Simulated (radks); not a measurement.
Trend from Sc4+ to Zn4+: ionisation energy by Delta-SCF between NIST ground configurations, and size. All-electron calculation, scalar-relativistic Kohn-Sham, LDA (Slater exchange, Perdew-Wang correlation), spin-polarised, spherical densities, finite nucleus; open shells are filled with parallel spins first; Fermi nuclear charge, rms radius of each element as measured or else 0.836 A^(1/3) + 0.57 fm. Program: a radial shooting solver on a logarithmic mesh with Libxc functionals.

| species | configuration | IE (eV) | NIST (eV) | kind | -e(HOMO) (eV) | r at 0.001 e/bohr^3 (bohr) |
|---|---|---|---|---|---|---|
| Sc4+ | [Ne] 3s2 3p5 | 92.007 | 91.95 | semi-emp. | 82.674 (3p) | 2.59 |
| Ti4+ | [Ar] | 99.381 | 99.30 | exp. | 89.419 (3p) | 2.52 |
| V4+ | [Ar] 3d1 | 65.798 | 65.282 | exp. | 55.995 (3d) | 2.53 |
| Cr4+ | [Ar] 3d2 | 69.498 | 69.46 | semi-emp. | 59.292 (3d) | 2.53 |
| Mn4+ | [Ar] 3d3 | 73.051 | 72.4 | semi-emp. | 62.457 (3d) | 2.51 |
| Fe4+ | [Ar] 3d4 | 76.481 | 75.0 | semi-emp. | 65.511 (3d) | 2.49 |
| Co4+ | [Ar] 3d5 | 79.805 | 79.5 | semi-emp. | 68.469 (3d) | 2.46 |
| Ni4+ | [Ar] 3d6 | 76.953 | 76.1 | semi-emp. | 65.879 (3d) | 2.45 |
| Cu4+ | [Ar] 3d7 | 80.654 | 80 | semi-emp. | 69.175 (3d) | 2.43 |
| Zn4+ | [Ar] 3d8 | 84.210 | 83 | semi-emp. | 72.345 (3d) | 2.40 |

Reference values: NIST Atomic Spectra Database (exp. = measured, semi-emp. = semi-empirical, theory = theoretical value adopted there). Open shells are spherical and high-spin; term and fine-structure splittings are not resolved.
